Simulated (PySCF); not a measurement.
Ga(H)(Br)(NH2) (BrGaH3N), SMILES [NH2][GaH][Br]. Atoms are numbered in the order given.

```xyz
6

Ga     0.4140    -0.8846     0.0000
H      1.8953    -1.3367     0.0000
Br    -0.1344     1.3526     0.0000
N     -1.0136    -1.9889     0.0000
H     -1.9742    -1.6579     0.0000
H     -0.9546    -3.0031     0.0000
```
Charge 0, spin multiplicity 1.

Geometry: TPSSh-D3(BJ)/def2-SVP. The values are those of a single conformer.

Method: PySCF with TPSSh-D3(BJ)/def2-SVP.

Frequencies are harmonic and unscaled.

| mode | ν (cm⁻¹) | IR (km/mol) | moving atoms (share of kinetic energy) |
|---|---|---|---|
| 1 | 140 | 1.7 | N 47 %, H 22 %, Ga 19 %, Br 12 % |
| 2 | 240 | 201.4 | H 76 %, N 22 % |
| 3 | 298 | 29.0 | Ga 50 %, Br 48 % |
| 4 | 368 | 0.9 | H 95 % |
| 5 | 512 | 2.2 | H 98 % |
| 6 | 563 | 61.6 | H 97 % |
| 7 | 720 | 98.4 | N 56 %, H 29 %, Ga 15 % |
| 8 | 747 | 77.3 | H 65 %, N 30 % |
| 9 | 1522 | 23.4 | H 90 %, N 10 % |
| 10 | 2048 | 120.4 | H 99 % |
| 11 | 3558 | 30.7 | H 96 % |
| 12 | 3667 | 34.6 | H 91 %, N 9 % |
